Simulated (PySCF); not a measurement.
Cost of one run: geometry optimisation, `Fc1ccc(C(F)(F)F)o1`.

Method: PBE0-D3(BJ)/def2-SVP geometry optimisation, gas phase (PySCF 2.14.0). Work: geometry optimisation from a GFN2-xTB start, density fitting. The input is one job of a driver script: a line of settings, then coordinates in Å.

Input:
```
{"job": {"xc": "PBE0", "basis": "def2-SVP", "d3": "d3bj", "grid": 2, "kind": "geom"}, "charge": 0, "multiplicity": 1}
F     -2.671591     1.414064     0.617604
C     -1.680651     0.615131     0.277021
C     -1.694599    -0.646054    -0.230603
C     -0.328150    -0.982581    -0.391690
C      0.382951     0.101932     0.032207
C      1.855606     0.336427     0.098582
F      2.249824     1.378218    -0.647347
F      2.523349    -0.735102    -0.345707
F      2.288056     0.576057     1.344637
O     -0.447496     1.089593     0.445508
H     -2.548701    -1.247624    -0.457324
H      0.072601    -1.900747    -0.768915
```

Hardware: Arm Neoverse V2, one thread, shared host. PySCF's memory limit was set to 1600 MB.

How large is the basis?

150 functions.

How long does the run take?

About 66 s. The run took 8 energy-and-gradient evaluations and 61 SCF cycles, 8.2 s an evaluation on average.

How much memory does it need at the peak?

About 0.73 GiB. Peak memory is the resident size of the whole Python process, interpreter and libraries included.

Times come from a shared host and carry two figures at best.

The run converged: final energy -665.14304 Eh after 7 steps; dipole 2.49 D.
